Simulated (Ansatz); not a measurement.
`[OH][Zr]([F])([Cl])[Cl]` + H₂O → `[OH][Zr]([OH])([Cl])[Cl]` + H–F at 500 K and 1 bar (formal hydrolysis of a Zr–F bond).

Computed with Ansatz on PBE0-D4/def2-TZVP structures; ΔE is electronic, products minus reactants. CBS: MP2 limit from def2 TZ/QZ plus the TZ coupled-cluster correction, frozen cores. This one scheme is used for every species. Elements past krypton have def2 core potentials. For Zr outer-core shells are correlated without core-valence functions, which leaves a few kJ/mol of doubt a bond. One conformer a species, not always the lowest.

```
                   species  CCSD(T)/CBS energy (Eh)  H − E (kJ/mol)  S (J/(mol·K))
 `[OH][Zr]([F])([Cl])[Cl]`              -1142.42143            90.5          439.2
                       H₂O                -76.37941            73.2          206.3
`[OH][Zr]([OH])([Cl])[Cl]`              -1118.39019           123.3          457.9
                       H–F               -100.39570            39.4          188.7
```

H − E and S are ideal-gas, rigid-rotor, harmonic terms from PBE0-D4/def2-TZVP, for one conformer and one mirror image of each species. 1 Eh = 2625.50 kJ/mol, R = 8.31446 J/(mol·K).

**Question.** By hand: ΔE, ΔH, ΔS and ΔG.

**Answer.** ΔE = (-1118.39019) + (-100.39570) − (-1142.42143) − (-76.37941) = 0.01495 Eh = 39.3 kJ/mol. Δ(H − E) = 123.3 + 39.4 − 90.5 − 73.2 = -1.0, so ΔH = 38.3 kJ/mol. ΔS = 457.9 + 188.7 − 439.2 − 206.3 = 1.1 J/(mol·K). ΔG = 38.3 − 500 × (1.1)/1000 = 37.8 kJ/mol.

**Question.** By hand: the equilibrium constant, and the temperature at which ΔG would vanish if ΔH and ΔS stayed fixed.

**Answer.** log₁₀ K = −ΔG/(RT ln 10) = -3.9. ΔG = 0 at ΔH/ΔS = 34818 K, far beyond where these terms or the molecules hold.

The number of gas molecules stays the same, so ΔS is small and ΔH decides. A doubt of 5 kJ/mol in ΔE shifts log₁₀ K by 0.5 here. Other conformers and mirror images would add mixing entropy, several J/(mol·K) or more a flexible species. These are equilibria of isolated gas molecules and say nothing of rates. Largest T1 diagnostic: 0.016 (customary marks: 0.02 for closed shells, 0.045 for open ones).
